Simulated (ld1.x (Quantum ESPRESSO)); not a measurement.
## Which change was made? (Pb, TM semilocal)

Pb (Z = 82), norm-conserving Troullier–Martins (semilocal form), made with ld1.x (Quantum ESPRESSO) 7.5 (PBE, scalar-relativistic). Core [Kr] 4d10 4f14, reference 5s2 5p6 5d10 6s2 6p2. Waves: 5s (bound): rc 1.25 bohr; 5p (bound): rc 1.30 bohr; 5d (bound): rc 1.30 bohr. Local part: the d channel. Core correction: none.

Occupied shells without a wave of their own: 6p, 6s. They enter only through the test configuration that unscreens the potential.

Cutoffs, loose and tight: the cutoffs (Ry, on a coarse ladder) from which the occupation-weighted sum of valence levels, in a spherical-Bessel basis at the reference potential, stays within 10 and 1 mRy of its value at 400 Ry. They do not see the model core or the augmentation charge, which bear on the density cutoff. Test errors are all-electron minus pseudo excitation energies from the reference, over the configurations 5s2 5p6 5d10 6s2 6p1; 5s2 5p6 5d10 6s2 6p0; 5s2 5p6 5d10 6s1 6p0; 5s2 5p6 5d9 6s2 6p2; 5s2 5p6 5d10 6s2 6p2.3; 5s2 5p6 5d10 6s2 6p1.5; 5s2 5p6 5d10 6s0 6p0; variants that change the core or the reference have their own tests.

The base gives: outcome: generated, misses its reference levels by 2.55 eV; cutoff, loose: 120 Ry; cutoff, tight: 200 Ry; bound ghosts: none; largest test error (meV): -9299.

(1) After one change the result is: outcome: generated, misses its reference levels by 0.27 eV; cutoff, loose: 260 Ry; cutoff, tight: over 300 Ry; bound ghosts: none; largest test error (meV): -1234. Which change was it?
A. all radii scaled by about 1.37 (s 1.72, p 1.78, d 1.78 bohr)
B. all radii scaled by about 1.17 (s 1.46, p 1.52, d 1.52 bohr)
C. all radii scaled by about 0.74 (s 0.92, p 0.96, d 0.96 bohr)
D. all radii scaled by about 0.82 (s 1.02, p 1.06, d 1.06 bohr)

Answers

(1) C. The others give: all radii scaled by about 1.17 (s 1.46, p 1.52, d 1.52 bohr) → outcome: failed: run_pseudo: Errors in PS-KS equation | all radii scaled by about 0.82 (s 1.02, p 1.06, d 1.06 bohr) → outcome: generated, misses its reference levels by 0.48 eV; cutoff, loose: 200 Ry; cutoff, tight: 300 Ry; bound ghosts: none; largest test error (meV): -1948 | all radii scaled by about 1.37 (s 1.72, p 1.78, d 1.78 bohr) → outcome: failed: the pseudo-atom did not reach self-consistency.
